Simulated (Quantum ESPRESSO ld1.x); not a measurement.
Species: the promethium ion Pm13+. Configuration: [Kr] 4d10 5s2. All-electron calculation, Dirac Kohn-Sham, PBE, spin-unpolarised, spherical densities, point nucleus. Program: ld1.x of Quantum ESPRESSO 7.5. Some entries of the table are withheld. Estimate them.

| orbital | occ. | eigenvalue (eV) | <1/r> (bohr^-1) | <r^2> (bohr^2) |
|---|---|---|---|---|
| 1s1/2 | 2 | (1) | 67.44 | 0.0007316 |
| 2s1/2 | 2 | -7571.86 | 15.99 | 0.01150 |
| 2p1/2 | 2 | -7183.34 | 15.97 | 0.008393 |
| 2p3/2 | 4 | -6623.26 | 14.29 | 0.009641 |
| 3s1/2 | 2 | -1859.11 | 5.807 | 0.07736 |
| 3p1/2 | 2 | -1692.78 | 5.720 | 0.07246 |
| 3p3/2 | 4 | -1580.05 | 5.300 | 0.07969 |
| 3d3/2 | 4 | (2) | 5.169 | 0.06438 |
| 3d5/2 | 6 | (3) | 5.063 | 0.06641 |
| 4s1/2 | 2 | -569.291 | 2.471 | 0.3800 |
| 4p1/2 | 2 | -505.094 | 2.376 | 0.3976 |
| 4p3/2 | 4 | -478.849 | 2.240 | 0.4316 |
| 4d3/2 | 4 | -372.332 | 2.058 | (4) |
| 4d5/2 | 6 | -367.382 | 2.025 | (5) |
| 5s1/2 | 2 | -243.109 | 1.170 | 1.538 |
| 5p1/2 | 0 | -219.555 | 1.108 | 1.695 |
| 5p3/2 | 0 | -212.464 | 1.064 | 1.805 |
| 6s1/2 | 0 | (6) | 0.6890 | 4.461 |

Answer. 
(1) 1s1/2 eigenvalue (eV): -45241.9
(2) 3d3/2 eigenvalue (eV): -1291.14
(3) 3d5/2 eigenvalue (eV): -1266.75
(4) 4d3/2 <r^2> (bohr^2): 0.4760
(5) 4d5/2 <r^2> (bohr^2): 0.4876
(6) 6s1/2 eigenvalue (eV): -136.647
